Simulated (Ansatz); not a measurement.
`OC1=N[SiH2]C[SiH2]1` + H₂ → `C1=N[SiH2]C[SiH2]1` + H₂O  (hydrogenolysis of a C–O bond)

Calculated with Ansatz (gas phase, PBE0-D4/def2-TZVP geometries, no zero-point term in ΔE). CBS: MP2 limit from def2 TZ/QZ plus the TZ coupled-cluster correction, frozen cores. This one scheme is used for every species. One conformer a species, not always the lowest.

```
             level  ΔE (kJ/mol)
CCSD(T)/def2-TZVPP         -8.6
      HF/CBS(def2)        -18.3
```

(1) What does CCSD(T)/CBS give? (Best estimate.)

Largest T1 diagnostic among the species: 0.014.

Answers

(1) Ansatz gave: -11.6 kJ/mol. The listed levels differ from it by 3.0, -6.7 kJ/mol.

In def2-TZVPP, CCSD(T) changes the Hartree–Fock value by +8.8 kJ/mol (the triples alone add +5.0 kJ/mol) and MP2 by +13.5 kJ/mol. The D4 term adds +5.3 kJ/mol with B3LYP and +3.0 kJ/mol with PBE0; it sums over pairs of atoms, weighted by their polarisabilities, and B3LYP, whose exchange is more repulsive, gets the larger term. From PBE to PBE0 (25 % exact exchange), in def2-TZVPP and without D4, ΔE moves by −6.0 kJ/mol.

B3LYP here is the variant with VWN-RPA as its local correlation; programs differ in this.
